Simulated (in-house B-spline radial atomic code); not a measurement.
Radial electron density of Ag⁵⁺, [Kr] (4d3/2)4 (4d5/2)2. Computed with an all-electron radial atomic-structure program (B-spline basis): Dirac-Hartree-Fock, average of the jj configuration, Fermi nucleus of rms radius 4.5454 fm.

Columns: r (bohr), 4πr²n(r) (electrons per bohr), bar.

```
 0.00113    1.556 #
 0.00137    2.185 #
 0.00167    3.082 ##
 0.00202    4.264 ##
 0.00246    5.925 ###
 0.00299    8.134 #####
 0.00363    11.03 ######
 0.00442    14.82 #########
 0.00537    19.55 ###########
 0.00652    25.27 ###############
 0.00793    31.99 ###################
 0.00964    39.37 #######################
  0.0117     46.8 ###########################
  0.0142     53.5 ###############################
  0.0173    58.54 ##################################
   0.021    60.78 ###################################
  0.0255    59.94 ###################################
   0.031     56.7 #################################
  0.0377    53.14 ###############################
  0.0459    52.26 ##############################
  0.0557    56.25 #################################
  0.0677    64.66 #####################################
  0.0823    73.24 ##########################################
     0.1    75.88 ############################################
   0.122     69.3 ########################################
   0.148    57.95 ##################################
    0.18    50.74 #############################
   0.218    53.22 ###############################
   0.265    60.02 ###################################
   0.322    59.19 ##################################
   0.392    45.68 ##########################
   0.476    28.08 ################
   0.578    17.75 ##########
   0.703    16.75 ##########
   0.854    17.96 ##########
    1.04    15.42 #########
    1.26    9.987 ######
    1.53    4.842 ###
    1.86    1.756 #
    2.26   0.4685 
    2.75  0.08513 
    3.35 0.009452 
    4.07 0.0005895
```

On this grid the curve has 4 maxima, near 0.021, 0.1, 0.265, 0.854 bohr.

The 4p1/2 radial function P(r) = rR(r), positive near the nucleus, with its small component Q(r) (sign convention: Q ≈ (P' + κP/r)/2c):

```tsv
r (bohr)	P	Q
0.000764	0.001294	0.00521
0.00113	0.002113	0.007438
0.00167	0.003551	0.01055
0.00246	0.006126	0.0148
0.00363	0.01089	0.02053
0.00537	0.01984	0.02803
0.00793	0.03638	0.03717
0.0117	0.06624	0.04726
0.0173	0.1179	0.05644
0.0255	0.1981	0.06087
0.0377	0.3043	0.05527
0.0557	0.3969	0.03517
0.0823	0.3776	0.003023
0.122	0.1187	-0.02644
0.18	-0.3467	-0.03145
0.265	-0.6306	-0.008654
0.392	-0.2246	0.01665
0.578	0.6993	0.01865
0.854	1.182	0.00503
1.26	0.7982	-0.002277
1.86	0.2454	-0.001519
2.75	0.02811	-0.0002272
```
